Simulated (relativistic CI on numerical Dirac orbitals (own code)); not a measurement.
V14+: sensitivity of the levels to the model

Base calculation: Dirac-Coulomb-Breit CI, separate exchange-only KLI orbitals for each configuration, a model potential for QED, unscaled Slater integrals.

CI space (outside the closed core 1s2): 2s²2p⁵, 2s2p⁶, 2p⁶3s, 2s²2p⁴3s, 2p⁶3p, 2s²2p⁴3p, 2p⁶3d, 2s²2p⁴3d, 2s2p⁵3s, 2s2p⁵3p, 2s2p⁵3d, 2s²2p⁴4s, 2s²2p⁴4p, 2s²2p⁴4d, 2s²2p⁴4f, 2s²2p⁴5s, 2s²2p³3s², 2s²2p⁴5p, 2s2p⁵4s, 2s²2p⁴5d, 2s²2p⁴5f, 2s²2p⁴5g, 2s2p⁵4p, 2s²2p³3s3p, 2s2p⁵4d, 2s2p⁵4f, 2s²2p³3p², 2s²2p³3s3d, 2s²2p³3p3d, 2s2p⁴3s², 2s2p⁴3s3p, 2s²2p³3d², 2s2p⁵5s, 2s2p⁵5p, 2s2p⁵5d, 2s2p⁵5f. Levels of other configurations are missing.

Variants: (1) valence Slater integrals scaled by 0.9; (2) QED terms removed; (3) Breit term removed. Shifts of the energy above 2s²2p⁵ ²P°3/2, in eV, for the lowest level and the first level of each name with at least 55 % of one term (blank where a level changes its place among those of its configuration and J or its character, or is not in the variant):

```tsv
Level	Base	Δ(1)	Δ(2)	Δ(3)
2s²2p⁵ ²P°3/2	0.000	0.000	0.000	0.000
2s²2p⁵ ²P°1/2	7.197	+0.001	-0.018	+0.219
2s2p⁶ ²S1/2	110.791	+0.065	+0.251	-0.033
2s²2p⁴3s ⁴P5/2	558.138	+0.616	-0.071	+0.385
2s²2p⁴3s ⁴P1/2	564.223	+0.540	-0.083	+0.417
2s²2p⁴3s ²P1/2	568.241	+0.162	-0.086	+0.425
2s²2p⁴3s ²D5/2	574.633	-0.500	-0.085	+0.573
2s²2p⁴3s ²D3/2	574.879	-0.494	-0.086	+0.570
2s²2p⁴3p ⁴P°5/2	583.268	+0.914	-0.010	+0.383
2s²2p⁴3p ⁴P°3/2	583.331	+0.833	-0.008	+0.302
2s²2p⁴3p ⁴P°1/2	585.752	+0.786	-0.013	+0.335
2s²2p⁴3p ⁴D°7/2	586.487	+0.560	-0.013	+0.397
2s²2p⁴3p ²D°5/2	586.964	+0.444	-0.011	+0.353
2s²2p⁴3s ²S1/2	588.537	-1.135	-0.083	+0.467
```

At this charge energies of transitions that change n are usually good to better than 1 %, and those within a shell (Δn = 0) to a few per cent.

Ionisation energy from the two ground configurations alone: base 975.073 eV; valence Slater integrals scaled by 0.9 975.556 eV; Breit term removed 975.541 eV. The NIST ASD value (semi-empirical) is 977.2 eV.

LS names give the leading component of a level, which can be under half, so a name can repeat, a term be missing and a line seem to break the LS rules.
